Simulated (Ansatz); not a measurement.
`[CH3][AlH][CH2]F` + HI → `F[CH2][AlH][I]` + CH₄ at 700 K and 1 bar (ligand exchange at the Al–C bond).

Computed with Ansatz on PBE0-D4/def2-TZVP structures; ΔE is electronic, products minus reactants. CBS: MP2 limit from def2 TZ/QZ plus the TZ coupled-cluster correction, frozen cores. This one scheme is used for every species. def2 core potentials past Kr. For I outer-core shells are correlated without core-valence functions, which leaves a few kJ/mol of doubt a bond. One conformer a species, not always the lowest.

```tsv
species	CCSD(T)/CBS energy (Eh)	H − E (kJ/mol)	S (J/(mol·K))
`[CH3][AlH][CH2]F`	-421.50169	259.2	455.2
HI	-298.03592	34.6	231.7
`F[CH2][AlH][I]`	-679.13942	156.4	435.5
CH₄	-40.46206	145.9	224.0
```

H − E and S are ideal-gas, rigid-rotor, harmonic terms from PBE0-D4/def2-TZVP, for one conformer and one mirror image of each species. 1 Eh = 2625.50 kJ/mol, R = 8.31446 J/(mol·K).

Q: By hand: ΔE, ΔH, ΔS and ΔG.

A: ΔE = (-679.13942) + (-40.46206) − (-421.50169) − (-298.03592) = -0.06387 Eh = -167.7 kJ/mol. Δ(H − E) = 156.4 + 145.9 − 259.2 − 34.6 = 8.5, so ΔH = -159.2 kJ/mol. ΔS = 435.5 + 224.0 − 455.2 − 231.7 = -27.4 J/(mol·K). ΔG = -159.2 − 700 × (-27.4)/1000 = -140.0 kJ/mol.

Q: By hand: the equilibrium constant, and the temperature at which ΔG would vanish if ΔH and ΔS stayed fixed.

A: log₁₀ K = −ΔG/(RT ln 10) = 10.4. ΔG = 0 at ΔH/ΔS = 5810 K, far beyond where these terms or the molecules hold.

ΔH outweighs TΔS. A doubt of 5 kJ/mol in ΔE shifts log₁₀ K by 0.4 here. Other conformers and mirror images would add mixing entropy, several J/(mol·K) or more a flexible species. Modes under 60 cm⁻¹, often nearly free rotors, make the harmonic entropy too high. These are equilibria of isolated gas molecules and say nothing of rates. Largest T1 diagnostic: 0.010 (customary marks: 0.02 for closed shells, 0.045 for open ones).
